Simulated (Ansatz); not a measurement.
CH$_{4}$AsB (`B1C[AsH]1`), relaxed with RKS PBE0-D4/def2-TZVP in Ansatz 0.2.0 from a PBE-D4/def2-SVP geometry. The force threshold is 0.005 eV/Å; the program also tests the step.

Charge 0, multiplicity 1.

Start:

```xyz
7

B    -0.669    0.516    0.331
C     0.399    0.253   -0.709
As   -0.439   -1.472    0.114
H    -1.063    1.343    1.117
H     1.453    0.569   -0.599
H     0.108    0.136   -1.769
H     0.212   -1.345    1.515
```

```
step  energy (eV)  largest force (eV/Å)  largest move (Å)
   1  -62609.3218                 0.582             0.000
   2  -62609.3485                 0.177             0.032
   3  -62609.3514                 0.036             0.016
   4  -62609.3518                 0.027             0.013
   5  -62609.3519                 0.030             0.007
   6  -62609.3520                 0.034             0.006
   7  -62609.3520                 0.014             0.003
   8  -62609.3520                 0.004             0.001
```

End:

```xyz
7

B    -0.668    0.524    0.333
C     0.390    0.242   -0.698
As   -0.441   -1.449    0.122
H    -1.070    1.353    1.077
H     1.428    0.539   -0.574
H     0.108    0.150   -1.744
H     0.253   -1.359    1.485
```

It took 12 s on 2 threads of an Intel Xeon 6975P-C on a shared host, with 0.27 GiB of host memory at the peak.
